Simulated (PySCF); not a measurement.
An unknown gives this computed stick spectrum. Method used: PySCF 2.14.0, density-fitted response routines, TDDFT B3LYP/def2-SVPD, vertical, gas phase, core orbitals frozen in the response. Geometries: GFN2-xTB, one conformer each.

```tsv
state	ν̃ (cm⁻¹)	f	main configurations (H = HOMO, L = LUMO)
S1	55390	0.0019	H→L (74%), H→L+1 (22%)
S2	57790	0.0089	H→L+1 (75%), H→L (23%)
S3	60560	0.0058	H→L+2 (97%)
S4	62950	0.014	H→L+3 (92%)
S5	64900	0.0067	H→L+4 (90%)
S6	66870	0.0047	H-1→L (74%), H-2→L (14%)
S7	67400	0.0012	H→L+5 (71%), H-2→L (23%)
S8	67640	0.015	H-2→L (55%), H→L+5 (21%), H-1→L (16%)
```

Question: Which candidate is it? All have the formula C5H7F3O.
A. `FC[C@@H]1CO[C@H]1C(F)F`
B. `FC[C@@]1(F)C[C@@H](F)CO1`
C. `CO[C@H](C)C(F)=C(F)F`

Answer: A. Its S1 lies at 6.87 eV; the nearest of the others has S1 at 6.44 eV. S1 is HOMO→LUMO (74%), HOMO→LUMO+1 (22%). Löwdin shares by element: HOMO oxygen 57%, carbon 18% or more, hydrogen 5% or more (atoms not listed hold the other 19%); LUMO carbon 26% or more, hydrogen 18% or more (atoms not listed hold the other 56%). At the same level the other candidates give, for their lowest levels:
- `FC[C@@]1(F)C[C@@H](F)CO1`: 7.95 eV (f 0.012); 8.38 eV (f 0.011); 8.52 eV (f 0.001); 8.69 eV (f 0.008); 8.87 eV (f 0.006); T1 7.82 eV; HOMO -8.57, LUMO 0.30 eV
- `CO[C@H](C)C(F)=C(F)F`: 6.44 eV (f 0.011); 6.64 eV (f 0.010); 6.92 eV (f 0.010); 7.07 eV (f 0.001); 7.43 eV (f 0.221); T1 4.54 eV; HOMO -7.44, LUMO -0.07 eV

The values belong to the conformer `[F:1][CH2:2][C@@H:3]1[CH2:4][O:5][C@H:6]1[CH:7]([F:8])[F:9]`: F1–C2–C3–C4 47°, O5–C6–C7–F8 -170°.
Triplets come from the Tamm–Dancoff approximation.
